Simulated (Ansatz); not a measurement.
One change: `C[CH](C)[Zn][F]` becomes `C[S][Zn][CH](C)C`.

Ansatz, PBE0-D4/def2-TZVP geometries, multiplicity 1. Each molecule was computed in one conformer, which needn't be the lowest.

Scalar relativity is left out up to krypton.

```csv
property,`C[CH](C)[Zn][F]`
HOMO energy (PBE0/def2-TZVPP) / eV,-7.66
LUMO energy (PBE/def2-TZVPP) / eV,-1.36
size of the dipole moment (B3LYP/def2-TZVPP) / D,3.12
size of the dipole moment (PBE/def2-TZVPP) / D,3.04
HOMO energy (PBE/def2-TZVPP) / eV,-6.59
HOMO–LUMO gap (ωB97M-V/def2-TZVPP) / eV,10.88
```

Question: Give the same properties after the change, and the shifts. (Best estimate.)

Answer: The calculation gave: 
```json
{"property": "HOMO energy (PBE0/def2-TZVPP) / eV", "`C[S][Zn][CH](C)C`": "-6.47", "shift": "1.19"}
{"property": "LUMO energy (PBE/def2-TZVPP) / eV", "`C[S][Zn][CH](C)C`": "-1.38", "shift": "-0.02"}
{"property": "size of the dipole moment (B3LYP/def2-TZVPP) / D", "`C[S][Zn][CH](C)C`": "1.70", "shift": "-1.42"}
{"property": "size of the dipole moment (PBE/def2-TZVPP) / D", "`C[S][Zn][CH](C)C`": "1.71", "shift": "-1.33"}
{"property": "HOMO energy (PBE/def2-TZVPP) / eV", "`C[S][Zn][CH](C)C`": "-5.30", "shift": "1.29"}
{"property": "HOMO–LUMO gap (ωB97M-V/def2-TZVPP) / eV", "`C[S][Zn][CH](C)C`": "9.47", "shift": "-1.41"}
```

With PBE0 the HOMO rises by 1.19 eV and the LUMO falls by 0.10 eV, so the gap narrows by about 1.29 eV. PBE moves the HOMO by 1.29 eV and ωB97M-V by 1.19 eV. Dipoles are sizes alone; their direction can turn.

B3LYP here is the variant with VWN-RPA as its local correlation; programs differ in this.
